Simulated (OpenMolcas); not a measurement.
Multiplet structure of Er3+

```
Program             : OpenMolcas
Method              : SS-RASPT2, IPEA 0.25 Eh, imaginary shift 0.1 Eh (closed shells correlated: 5s 5p)
Basis               : ANO-RCC-VTZP [8s7p5d3f2g1h]
Scalar Hamiltonian  : DKH2, point nucleus
Active space        : 11 electrons in 12 orbitals (RAS2 4f; RAS3 5d, at most 1 electron)
State averaging     : 2S+1 = 4 odd, 35 roots; 2S+1 = 2 odd, 112 roots (96 in the spin-orbit step); 2S+1 = 6 even, 175 roots (96 in the spin-orbit step); 2S+1 = 4 even, 117 roots kept (CI in the orbitals of an earlier block, 65 in the spin-orbit step); 2S+1 = 2 even, 124 roots kept (CI in the orbitals of an earlier block, 0 in the spin-orbit step)
Spin-orbit coupling : state interaction with AMFI integrals over the reference wave functions, term energies averaged over their components
```

With spin-orbit coupling, above the lowest level:

```
Configuration    Term     J  E (cm-1)  Measured (cm-1)  Term weight %     Second
         4f11     4I*  15/2       0.0              0.0             97      3 2K*
         4f11     4I*  13/2      6620             6508             99           
         4f11     4I*  11/2     10300            10172             82  16 2H*(1)
         4f11     4I*   9/2     12550            12469             56  23 2H*(1)
         4f11     4F*   9/2     15970            15405             60     23 4I*
         4f11     4S*   3/2     19590                              71     17 2P*
         4f11  2H*(1)  11/2     20100            19332             60     23 4G*
         4f11     4F*   7/2     21480                              92      8 2G*
         4f11     4F*   5/2     23350                              87  11 2D*(1)
         4f11     4F*   3/2     23640                              64  20 2D*(1)
         4f11     2G*   9/2     25150                              31  27 2H*(1)
         4f11     4G*  11/2     28290            26708             74  24 2H*(1)
         4f11     2K*  15/2     29530                              93      5 2L*
         4f11     2G*   7/2     29540                              63     27 4G*
         4f11     4G*   9/2     29690            27767             77  15 2H*(1)
         4f11     2P*   3/2     33300                              37     24 4F*
         4f11     2K*  13/2     34980                              92      7 2I*
         4f11     2P*   1/2     35420                              94      6 4D*
         4f11     4G*   7/2     36160                              69     28 2G*
         4f11     4G*   5/2     36160                              90      6 2F*
         4f11  2D*(1)   5/2     37360                              74     13 4F*
         4f11     2G*   9/2     37520                              38  35 2H*(1)
         4f11     4D*   5/2     42370                              51  37 2D*(2)
         4f11     4D*   7/2     44120                              95      4 2F*
         4f11  2D*(1)   3/2     44640                              44     41 2P*
         4f11     2I*  11/2     44760                              68  30 2H*(2)
         4f11     2L*  17/2     45910                             100           
         4f11     4D*   3/2     47130                              72  23 2D*(2)
         4f11     2I*  13/2     47280                              93      7 2K*
         4f11     4D*   1/2     51780                              94      6 2P*
         4f11     2L*  15/2     52140                              95      5 2K*
         4f11  2H*(2)   9/2     52860                              98           
         4f11  2D*(2)   5/2     53430                              43     42 4D*
         4f11  2H*(2)  11/2     55200                              67     31 2I*
         4f11     2F*   7/2     59000                              92      4 4D*
         4f11  2D*(2)   3/2     59730                              69     23 4D*
```

Against the 7 measured excited levels shown (the list in Tchang-Brillet, Wyart, Meftah and Ait Mammar, Atoms 6, 52 (2018)) the mean absolute deviation is 740 cm-1; the largest miss in energy is 4f11 4G* 9/2: computed 29690, measured 27767 cm-1 (+6.9 %).

Spin-orbit coupling puts the lowest level 8102 cm-1 below the lowest spin-free term.

CASPT2 does not keep the components of a term degenerate, so their means are used; among the terms shown or strongly mixed into the levels shown the widest spread is 280 cm-1 (4f11 2L*). Each CASPT2 term energy is a mean over a sample of three components. High states are left out of the spin-orbit mixing, which shifts the levels that they would mix with. Measured partners are found by configuration, term and J. A level has none where our copy of the source lacks it or the pairing is in doubt (some pairs that miss far off the trend of their configuration count as doubtful), and it then counts in no deviation. Levels of configurations outside the active space are missing. The first state left out of the spin-orbit step lies near 78000 cm-1 above the lowest spin-free state of the reference (among the parities and spins computed), and the list stops at four fifths of that energy or lower.

The term weight is that of the spin-free term in the level, not the purity of its configuration. A number in round brackets counts repeated terms of one configuration in the order of the reference energies. * marks odd parity.
